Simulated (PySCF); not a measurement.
**Where the electron goes**

Species: C8H16Ge.
Structure used (PBE0-D3(BJ)/def2-SVP), in Å, numbered top down from 1:
```xyz
25
C8H16Ge angstrom
C     -2.326    1.349    0.706
C     -1.596    0.448   -0.289
C     -2.380    0.363   -1.597
C     -1.406   -0.947    0.304
Ge     0.190    1.221   -0.663
C      1.321    0.036   -1.765
C      2.385   -0.394   -0.794
C      2.425    0.118    0.446
C      1.407    1.132    0.889
H     -1.780    1.436    1.659
H     -3.327    0.940    0.937
H     -2.471    2.367    0.308
H     -1.872   -0.275   -2.339
H     -2.528    1.355   -2.053
H     -3.381   -0.072   -1.422
H     -0.839   -0.920    1.248
H     -2.386   -1.410    0.522
H     -0.872   -1.620   -0.385
H      0.029    2.644   -1.247
H      0.761   -0.826   -2.166
H      1.751    0.556   -2.637
H      3.135   -1.129   -1.109
H      3.208   -0.198    1.146
H      1.872    2.106    1.115
H      0.889    0.817    1.811
```

Computed with TDDFT CAM-B3LYP/def2-SVPD, vertical, gas phase, core orbitals frozen in the response (PySCF). The CAM-B3LYP/def2-SVPD calculation is non-relativistic and has no spin–orbit coupling, an omission that weighs most on germanium.

Frontier orbitals with the atoms that hold most of them (Löwdin shares over 4%, at most four atoms; ? is withheld):

| orbital | ε (eV) | atoms |
| --- | --- | --- |
| LUMO+2 | 1.69 | Ge5 14%, C6 8%, C9 7%, H19 7% |
| LUMO+1 | 1.66 | C8 29%, C7 29%, C9 7%, C6 7% |
| LUMO | 1.22 | Ge5 17%, C1 6%, C3 6%, C4 6% |
| HOMO | ? | ? |
| HOMO-1 | -8.76 | ? |
| HOMO-2 | -9.18 | C6 24%, C9 24%, Ge5 21%, C7 4% |
| HOMO-3 | -9.93 | Ge5 29%, H19 26%, C9 9%, C6 9% |

Give the leading atoms of the HOMO.

C8 (bonded to 2 C and H) 28%; C7 (bonded to 2 C and H) 28%; C6 (bonded to C, Ge and 2 H) 8%; C9 (bonded to C, Ge and 2 H) 8%.

Which atoms hold the HOMO-1, and with what shares?

C2 (bonded to 3 C and Ge) 26%; Ge5 (bonded to 3 C and H) 17%; C8 (bonded to 2 C and H) 8%; C7 (bonded to 2 C and H) 8%. By element: carbon 41% or more, germanium 17%.

What is the HOMO energy, and the HOMO–LUMO gap?

ε(HOMO) = -8.23 eV; the gap is 9.45 eV (0.3471 hartree).

The HOMO–LUMO gap is 9.45 eV. Where does the response calculation put the lowest singlet, and from which orbitals?

S1 is at 6.69 eV (f = 0.010), 2.76 eV below the gap, made of HOMO→LUMO (58%), HOMO→LUMO+3 (33%). 

Next come S2 at 6.98 eV (f 0.129), HOMO→LUMO+1 (87%); S3 at 7.18 eV (f 0.0009), HOMO-2→LUMO+1 (89%); S4 at 7.28 eV (f 0.021), HOMO-1→LUMO (59%), HOMO→LUMO (16%), HOMO→LUMO+3 (16%); S5 at 7.34 eV (f 0.015), HOMO→LUMO+2 (82%).

Löwdin shares depend on the basis, the more so with diffuse functions.

On one thread of an Intel Xeon Platinum 8559C (shared host), this took 9.2 min of wall time and 1.9 GiB of memory at its peak.
